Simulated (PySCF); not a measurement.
Species: CH11NSi3 (charge +1 and doublet state).
Z-matrix (Å and degrees, GFN2-xTB geometry), rows numbered from 1:
```
N 
Si  1  1.6920
Si  2  2.5697  1  107.15
C   3  1.8802  2  103.55  1   158.15
Si  4  1.9409  3  118.57  2    57.75
H   1  1.0089  2  124.47  3   -89.95
H   1  1.0086  2  124.32  3    88.54
H   2  1.4523  1  110.99  3  -110.78
H   2  1.4533  1  110.57  3   110.76
H   3  1.4634  2  100.96  1    35.79
H   3  1.4611  2  102.37  1   -79.71
H   4  1.0916  3  109.54  2   -67.11
H   4  1.0913  3  107.16  2   178.82
H   5  1.4609  4  107.05  3    54.32
H   5  1.4704  4  105.02  3   -63.07
H   5  1.4560  4  108.10  3   176.70
```

The hyperfine couplings belong to this conformer and change with its torsions.

Identity: `[NH2+][SiH2][SiH2]C[SiH3]` [radical] (charge +1).

Theory: UKS B3LYP, pcH-1 on C H N Si, non-relativistic, mean-field spin-orbit, GIAO (PySCF 2.14.0). One conformer (not necessarily the lowest) at the GFN2-xTB geometry, without solvent, vibrations or thermal averaging. The geometry wasn't refined by DFT: couplings that depend on bond lengths, twists or pyramidal angles can differ widely from those at the functional's own minimum, by a factor of two or more for some ions and for spin on atoms past the first row. Stability of the SCF solution: not tested.

Principal values of hyperfine tensors in MHz (contact, dipolar and spin–orbit terms together), for some of the nuclei:

| atom | isotope | A1 | A2 | A3 |
| --- | --- | --- | --- | --- |
| H8 | 1H | 97.79 | 100.87 | 107.07 |
| H9 | 1H | 84.92 | 87.84 | 93.99 |
| H13 | 1H | 63.95 | 66.92 | 72.77 |
| H10 | 1H | 22.58 | 28.81 | 33.79 |
| H11 | 1H | 19.89 | 25.55 | 31.21 |
| H6 | 1H | -44.35 | -29.20 | 0.65 |
| H7 | 1H | -44.23 | -29.19 | 0.68 |
| C4 | 13C | 13.63 | 13.94 | 29.50 |

(1) Split each tensor into its isotropic and traceless parts, and turn a_iso into mT with g = 2.0054.

(2) What spin density at the nucleus of H9 lies behind its contact coupling (g_N = 5.58569)?

(3) Si3 (29Si, g_N = -1.11058) isn't in the table. Its spin density at the nucleus is 0.04454 bohr⁻³. What is its contact coupling?

(4) What first-order splitting does H8 cause when the field lies along A1, A2 or A3 of its tensor (g taken as isotropic, no quadrupole term)?

## Answers

(1) a_iso is a third of the trace, T = A − a_iso, and a(mT) = a(MHz)/(g × 13.996). The tensors hold a spin–orbit part: the run splits a_iso into a_FC + a_SO, and T includes its anisotropic share.

```csv
atom,a_iso (MHz),a_FC,a_SO,a_iso (mT),T1,T2,T3
H8,101.91,101.91,0.00,3.631,-4.12,-1.04,5.16
H9,88.92,88.92,0.00,3.168,-4.00,-1.07,5.07
H13,67.88,67.88,0.00,2.418,-3.93,-0.96,4.89
H10,28.39,28.38,0.02,1.012,-5.81,0.42,5.39
H11,25.55,25.53,0.02,0.910,-5.66,0.00,5.66
H6,-24.30,-24.34,0.04,-0.866,-20.05,-4.90,24.95
H7,-24.25,-24.29,0.04,-0.864,-19.98,-4.95,24.92
C4,19.02,18.96,0.07,0.678,-5.40,-5.08,10.48
```

(2) a_FC = 800.24 MHz bohr³ × g_N × ρ(0)/(2S). With a_FC = 88.92 MHz and 2S = 1, ρ(0) = 0.01989 bohr⁻³. In magnitude that is 6.2 % of the 1/π = 0.318 of a free hydrogen atom.

(3) By the same relation, a_FC = -39.6 MHz. The spin–orbit term adds +0.09 MHz. Its full tensor has the principal values -127.69, 4.21, 4.98 MHz.

(4) 2 lines (I = 1/2), spaced by |A_i|/(g × 13.996): 3.48, 3.59, 3.81 mT along the axes of A1, A2 and A3.
